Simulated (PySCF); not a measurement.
Correlation energy of Os²⁺ (osmium, charge +2)

[Xe] 4f14 5d5 6s1, high-spin 7S determinant (an excited configuration). Computed with PySCF 2.14 in def2-QZVPPD with the def2 core potential (60 electrons), with scalar relativity through the core potential. Frozen: 5s2 5p6; 6 electrons correlated.

```
  level  correlation energy (mhartree)
   CCSD                         -83.81
    (T)                          -1.39
CCSD(T)                         -85.20
```

Diagnostics: T1 = 0.0028, D1 = 0.0097, largest double amplitude 0.017.

Cost of the coupled-cluster step: of the order of 8 core-seconds, for 6 correlated electrons.

Iterations:

```
CC2 = 0
CCSD nocc = (np.int64(6), np.int64(0)), nmo = (84, 84)
frozen orbitals [[0, 1, 2, 3], [0, 1, 2, 3]]
max_cycle = 100
direct = 0
conv_tol = 1e-08
conv_tol_normt = 1e-06
diis_space = 8
diis_start_cycle = 0
Init t2, MP2 energy = -0.0777355014330081
Init E_corr(UCCSD) = -0.0777355014351543
cycle = 1  E_corr(UCCSD) = -0.083151212997071  dE = -0.00541571156  norm(t1,t2) = 0.015836
cycle = 2  E_corr(UCCSD) = -0.0836872809178998  dE = -0.000536067921  norm(t1,t2) = 0.00382825
cycle = 3  E_corr(UCCSD) = -0.0838230714832049  dE = -0.000135790565  norm(t1,t2) = 0.00129344
cycle = 4  E_corr(UCCSD) = -0.0838144474005576  dE = 8.62408265e-06  norm(t1,t2) = 8.61223e-05
cycle = 5  E_corr(UCCSD) = -0.0838147376201859  dE = -2.90219628e-07  norm(t1,t2) = 1.01998e-05
cycle = 6  E_corr(UCCSD) = -0.0838147471384478  dE = -9.51826196e-09  norm(t1,t2) = 1.08593e-06
cycle = 7  E_corr(UCCSD) = -0.0838147499156258  dE = -2.77717792e-09  norm(t1,t2) = 1.19528e-07
UCCSD converged
E(UCCSD) = -89.11644968244794  E_corr = -0.08381474991562576
UCCSD(T) correction = -0.00139377272045603
```
